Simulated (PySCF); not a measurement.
PySCF input (M06-2X/def2-TZVPD):

```python
from pyscf import gto, scf, dft

mol = gto.M(
    atom='''
    B     0.03800094   -0.00450089    0.01099810
    F     0.27201426    1.29016309   -0.29557195
    N     1.13535548   -0.86934287    0.40415874
    N    -1.27930326   -0.47689142    0.00532023
    H     1.93671852   -0.82868518   -0.22748986
    H    -2.05374782    0.07613502   -0.32015905
    H    -1.51346926   -1.41277317    0.28645318
    ''',
    basis='def2-tzvpd',
    charge=0,
    spin=1,
    verbose=4,
)

mf = dft.UKS(mol, xc='m062x').density_fit(auxbasis='def2-universal-jkfit')
mf.grids.level = 4
mf.conv_tol = 1e-9
mf.max_cycle = 100
mf.max_memory = 1500
mf.kernel()
if not mf.converged:
    mf = mf.newton()
    mf.kernel(mf.make_rdm1())
for _ in range(2):
    mo, _, stable, _ = mf.stability(return_status=True)
    if stable:
        break
    mf.kernel(mf.make_rdm1(mo, mf.mo_occ))
mf.analyze()
```

Output:

```
PySCF version 2.14.0

[INPUT] verbose = 4
[INPUT] num. atoms = 7
[INPUT] num. electrons = 31
[INPUT] charge = 0
[INPUT] spin (= nelec alpha-beta = 2S) = 1
[INPUT] symmetry False subgroup None
[INPUT] Mole.unit = angstrom
[INPUT] Symbol           X                Y                Z      unit          X                Y                Z       unit  Magmom
[INPUT]  1 B      0.038000940000  -0.004500890000   0.010998100000 AA    0.071811369076  -0.008505449417   0.020783396891 Bohr   0.0
[INPUT]  2 F      0.272014260000   1.290163090000  -0.295571950000 AA    0.514032453376   2.438054896123  -0.558550035604 Bohr   0.0
[INPUT]  3 N      1.135355480000  -0.869342870000   0.404158740000 AA    2.145510911224  -1.642819932643   0.763749329449 Bohr   0.0
[INPUT]  4 N     -1.279303260000  -0.476891420000   0.005320230000 AA   -2.417532791663  -0.901194174955   0.010053777620 Bohr   0.0
[INPUT]  5 H      1.936718520000  -0.828685180000  -0.227489860000 AA    3.659867583173  -1.565988033686  -0.429893531516 Bohr   0.0
[INPUT]  6 H     -2.053747820000   0.076135020000  -0.320159050000 AA   -3.881020908723   0.143874336288  -0.605012920801 Bohr   0.0
[INPUT]  7 H     -1.513469260000  -1.412773170000   0.286453180000 AA   -2.860042399348  -2.669754367434   0.541318057711 Bohr   0.0

nuclear repulsion = 105.860135880222
number of shells = 68
number of NR pGTOs = 244
number of NR cGTOs = 178
basis = def2-tzvpd
ecp = {}

******** <class 'pyscf.df.df_jk.DFUKS'> ********
method = DFUKS
initial guess = minao
damping factor = 0
level_shift factor = 0
DIIS = <class 'pyscf.scf.diis.CDIIS'>
diis_start_cycle = 1
diis_space = 8
diis_damp = 0
SCF conv_tol = 1e-09
SCF conv_tol_grad = None
SCF max_cycles = 100
direct_scf = False
number electrons alpha = 16  beta = 15
XC library pyscf.dft.libxc version 7.1.2
    S. Lehtola, C. Steigemann, M. J. T. Oliveira, and M. A. L. Marques,  SoftwareX 7, 1–5 (2018)
XC functionals = m062x
    Y. Zhao and D. G. Truhlar,  Theor. Chem. Acc. 120, 215 (2008)
    Y. Zhao and D. G. Truhlar,  Theor. Chem. Acc. 120, 215 (2008)
radial grids:
    Treutler-Ahlrichs [JCP 102, 346 (1995); DOI:10.1063/1.469408] (M4) radial grids

becke partition: Becke, JCP 88, 2547 (1988); DOI:10.1063/1.454033
pruning grids: <function nwchem_prune>
grids dens level: 4
symmetrized grids: False
atomic radii adjust function: <function treutler_atomic_radii_adjust>
small_rho_cutoff = 0
Set gradient conv threshold to 3.16228e-05
tot grids = 159816
******** <class 'pyscf.df.df.DF'> ********
auxbasis = def2-universal-jkfit
init E= -236.382246331155
  alpha nocc = 16  HOMO = -0.278925035628593  LUMO = -0.013683799719491
  beta  nocc = 15  HOMO = -0.329413570365777  LUMO = -0.278925035628578
[...]
  beta  nocc = 15  HOMO = -0.346157202028724  LUMO = -0.0832481405738754
  HOMO = -0.346157202029  LUMO = -0.0832481405739  gap/eV = 7.15412
Extra cycle  E= -236.079855379884  delta_E= -1.39e-11  |g|= 7.51e-06  |ddm|= 1.02e-05
converged SCF energy = -236.079855379884  <S^2> = 0.75399575  2S+1 = 2.0039918
uhf_internal: lowest eigs of H = [0.09052868 0.32286401 0.39266906]
<class 'pyscf.df.df_jk.DFUKS'> wavefunction is stable in the internal stability analysis
**** SCF Summaries ****
Total Energy =                        -236.079855379884407
Nuclear Repulsion Energy =             105.860135880222103
One-electron Energy =                 -533.302487822146759
Two-electron Energy =                  191.362496562040235
Two-electron Coulomb Energy =          220.808372142739643
DFT Exchange-Correlation Energy =      -29.445875580699415
HOMO-LUMO gap [eV] =                     7.154119959403794
**** MO energy ****
                             alpha | beta                alpha | beta
MO #1   energy= -25.2341094832355  | -25.2334360001464  occ= 1 | 1
MO #2   energy= -14.7664240980811  | -14.7566987851622  occ= 1 | 1
MO #3   energy= -14.7494386272485  | -14.748614508132   occ= 1 | 1
MO #4   energy= -7.10406653694216  | -7.10454322359338  occ= 1 | 1
MO #5   energy= -1.33997382279879  | -1.33792525407125  occ= 1 | 1
MO #6   energy= -0.993185004399265 | -0.985467973628637 occ= 1 | 1
MO #7   energy= -0.951739612627946 | -0.896080308315316 occ= 1 | 1
MO #8   energy= -0.643208800788656 | -0.64007241606404  occ= 1 | 1
MO #9   energy= -0.611722103184036 | -0.60516455963764  occ= 1 | 1
MO #10  energy= -0.58280663939756  | -0.576209309507448 occ= 1 | 1
MO #11  energy= -0.547622247715893 | -0.542831297790366 occ= 1 | 1
MO #12  energy= -0.5356484121094   | -0.529437446520836 occ= 1 | 1
MO #13  energy= -0.488765612653619 | -0.477790070575267 occ= 1 | 1
MO #14  energy= -0.408875790421879 | -0.384845088146424 occ= 1 | 1
MO #15  energy= -0.392196905531003 | -0.346157202028724 occ= 1 | 1
MO #16  energy= -0.354426091977846 | -0.0832481405738754 occ= 1 | 0
MO #17  energy= 0.000498041669828808 | -0.00155609063702045 occ= 0 | 0
MO #18  energy= 0.0412628086138132 | 0.0408340226972808 occ= 0 | 0
MO #19  energy= 0.0592019946411477 | 0.0588576464230831 occ= 0 | 0
MO #20  energy= 0.0766981085485244 | 0.0769624352880476 occ= 0 | 0
MO #21  energy= 0.0898597532047331 | 0.0925392309340826 occ= 0 | 0
MO #22  energy= 0.0945746637975264 | 0.0936857342342545 occ= 0 | 0
MO #23  energy= 0.107852584915399  | 0.106822178635265  occ= 0 | 0
MO #24  energy= 0.1194545043267    | 0.12155217179981   occ= 0 | 0
MO #25  energy= 0.125481652345982  | 0.124427819461923  occ= 0 | 0
MO #26  energy= 0.132375398492867  | 0.129802185135274  occ= 0 | 0
MO #27  energy= 0.146256258837832  | 0.142232194820668  occ= 0 | 0
MO #28  energy= 0.159294783917086  | 0.157412135996304  occ= 0 | 0
MO #29  energy= 0.166933265755136  | 0.164486638676656  occ= 0 | 0
MO #30  energy= 0.185629121169468  | 0.185087561359921  occ= 0 | 0
MO #31  energy= 0.203172772675893  | 0.201836971490571  occ= 0 | 0
MO #32  energy= 0.217398722855376  | 0.207863813824706  occ= 0 | 0
MO #33  energy= 0.223736695101531  | 0.22117271457091   occ= 0 | 0
MO #34  energy= 0.244180538763237  | 0.235339518024921  occ= 0 | 0
MO #35  energy= 0.247453390041766  | 0.24707049418721   occ= 0 | 0
MO #36  energy= 0.259589670335758  | 0.260205339718633  occ= 0 | 0
MO #37  energy= 0.274248433839769  | 0.273139329738159  occ= 0 | 0
MO #38  energy= 0.29127327400849   | 0.28987666225545   occ= 0 | 0
MO #39  energy= 0.295507910550545  | 0.295498918155869  occ= 0 | 0
MO #40  energy= 0.300760082790095  | 0.297315818820255  occ= 0 | 0
MO #41  energy= 0.307667276424227  | 0.307012416368703  occ= 0 | 0
MO #42  energy= 0.32153245649443   | 0.318729447812721  occ= 0 | 0
MO #43  energy= 0.333923303066719  | 0.329772782532959  occ= 0 | 0
MO #44  energy= 0.351376171399742  | 0.351257345496919  occ= 0 | 0
MO #45  energy= 0.357628737804604  | 0.35227239935565   occ= 0 | 0
MO #46  energy= 0.395847485310304  | 0.397217162516348  occ= 0 | 0
MO #47  energy= 0.404528607408645  | 0.398533425810038  occ= 0 | 0
MO #48  energy= 0.413966252351468  | 0.409199216950837  occ= 0 | 0
MO #49  energy= 0.426980377312987  | 0.42720899546719   occ= 0 | 0
MO #50  energy= 0.436752387536047  | 0.435673813304454  occ= 0 | 0
MO #51  energy= 0.447500836004362  | 0.444959869470516  occ= 0 | 0
MO #52  energy= 0.499021424318738  | 0.50026456686072   occ= 0 | 0
MO #53  energy= 0.508854309208992  | 0.503577836444316  occ= 0 | 0
MO #54  energy= 0.519095395252719  | 0.51766383332503   occ= 0 | 0
MO #55  energy= 0.533238044090837  | 0.521417803232608  occ= 0 | 0
MO #56  energy= 0.552852873441266  | 0.546938533023986  occ= 0 | 0
MO #57  energy= 0.57757929240126   | 0.574596003030664  occ= 0 | 0
MO #58  energy= 0.586261786198074  | 0.591217080123036  occ= 0 | 0
MO #59  energy= 0.596645832561269  | 0.597137501960828  occ= 0 | 0
MO #60  energy= 0.609742528081282  | 0.608768141233376  occ= 0 | 0
MO #61  energy= 0.625690179246798  | 0.624274499307031  occ= 0 | 0
MO #62  energy= 0.642821778385861  | 0.643602443319425  occ= 0 | 0
MO #63  energy= 0.650181301115139  | 0.646425047989928  occ= 0 | 0
MO #64  energy= 0.668048350166791  | 0.668964469344485  occ= 0 | 0
MO #65  energy= 0.687368077944929  | 0.687492447230859  occ= 0 | 0
MO #66  energy= 0.698455423382131  | 0.697637732105559  occ= 0 | 0
MO #67  energy= 0.736532689095712  | 0.735050206317179  occ= 0 | 0
MO #68  energy= 0.746813782434402  | 0.740555292840275  occ= 0 | 0
MO #69  energy= 0.765172062195827  | 0.759575447404643  occ= 0 | 0
MO #70  energy= 0.777808929095374  | 0.774297597343418  occ= 0 | 0
MO #71  energy= 0.828470797761704  | 0.825475924307951  occ= 0 | 0
MO #72  energy= 0.841306965724459  | 0.840518927480429  occ= 0 | 0
MO #73  energy= 0.875729021143664  | 0.877980783113851  occ= 0 | 0
MO #74  energy= 0.895395330737703  | 0.887006406025774  occ= 0 | 0
MO #75  energy= 0.918768279871834  | 0.910640138204412  occ= 0 | 0
MO #76  energy= 0.962499881003182  | 0.958200962994008  occ= 0 | 0
MO #77  energy= 0.973986103800381  | 0.971823963127627  occ= 0 | 0
MO #78  energy= 1.01455023644025   | 1.01447773600776   occ= 0 | 0
MO #79  energy= 1.05099487288743   | 1.05030914567778   occ= 0 | 0
MO #80  energy= 1.10723591959708   | 1.10399428322848   occ= 0 | 0
MO #81  energy= 1.16373861269099   | 1.16672369897167   occ= 0 | 0
MO #82  energy= 1.20023738646053   | 1.19734157575848   occ= 0 | 0
MO #83  energy= 1.21382034260943   | 1.21258259574965   occ= 0 | 0
MO #84  energy= 1.23766445117021   | 1.24109355657508   occ= 0 | 0
MO #85  energy= 1.33445743874627   | 1.3356255320086    occ= 0 | 0
MO #86  energy= 1.35521825879622   | 1.36047467956459   occ= 0 | 0
MO #87  energy= 1.36852370862647   | 1.36735517658258   occ= 0 | 0
MO #88  energy= 1.41273903038806   | 1.41263424818201   occ= 0 | 0
MO #89  energy= 1.45860752758993   | 1.46306622381067   occ= 0 | 0
MO #90  energy= 1.47155576878266   | 1.47298176016702   occ= 0 | 0
MO #91  energy= 1.53757211560146   | 1.54346378451958   occ= 0 | 0
MO #92  energy= 1.54090838174479   | 1.54942257835061   occ= 0 | 0
MO #93  energy= 1.60695235514729   | 1.60644998607204   occ= 0 | 0
MO #94  energy= 1.63396106410837   | 1.63449037457307   occ= 0 | 0
MO #95  energy= 1.67830109219847   | 1.68082450437195   occ= 0 | 0
MO #96  energy= 1.69569030711299   | 1.70312346437976   occ= 0 | 0
MO #97  energy= 1.77849276899627   | 1.78266086271744   occ= 0 | 0
MO #98  energy= 1.84432243008762   | 1.8445168232215    occ= 0 | 0
MO #99  energy= 1.91011911399565   | 1.91311322471878   occ= 0 | 0
MO #100 energy= 1.9438808188257    | 1.94511151432725   occ= 0 | 0
MO #101 energy= 1.98921902174361   | 1.9910658624598    occ= 0 | 0
MO #102 energy= 2.01392450677842   | 2.01325560305645   occ= 0 | 0
MO #103 energy= 2.02382699278473   | 2.02289147824695   occ= 0 | 0
MO #104 energy= 2.06566518026701   | 2.0701302759332    occ= 0 | 0
[...]
```

It need not be the lowest isomer of its formula.
